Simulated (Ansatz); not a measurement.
The cluster Cr2O2⁻. The state is a doublet with charge -1. Geometry PBE-D4/def2-SVPD; atoms count from 1.

```tsv
atom	x (Å)	y (Å)	z (Å)
Cr1	0.587	-0.506	0.049
Cr2	-1.371	0.580	-1.138
O3	0.093	1.236	-0.380
O4	0.691	-1.309	1.469
```

The charge -1 doublet is spin-contaminated (final ⟨S²⟩ up to 4.32, 0.75 for a pure state). Another isomer (doublet) lies 0.32 eV lower at PBE0-D4/def2-TZVPD.

(1) Estimate the Mulliken populations from the PBE0/def2-TZVPD orbitals of Ansatz.

(2) Where does the spin sit?

(3) And the Mayer bond orders between heavy atoms (over 0.3)?

Results:

(1) 
| atom | charge (e) | spin (α − β) | d electrons |
| --- | --- | --- | --- |
| Cr1 | 0.77 | -3.93 | 4.40 |
| Cr2 | 0.39 | 4.70 | 4.60 |
| O3 | -1.09 | 0.08 | – |
| O4 | -1.07 | 0.15 | – |
Mulliken values depend strongly on the basis. With diffuse functions, as here, like atoms can get unlike values, and bond orders can come out too low or too high.

(2) Summed by element: Cr 0.77, O 0.23, of 1 unpaired in all. Largest on single atoms: Cr2 4.70, Cr1 -3.93, O4 0.15.

(3) Cr1–Cr2 0.62 (2.53 Å); Cr1–O4 1.46 (1.63 Å); Cr2–O3 0.53 (1.77 Å).
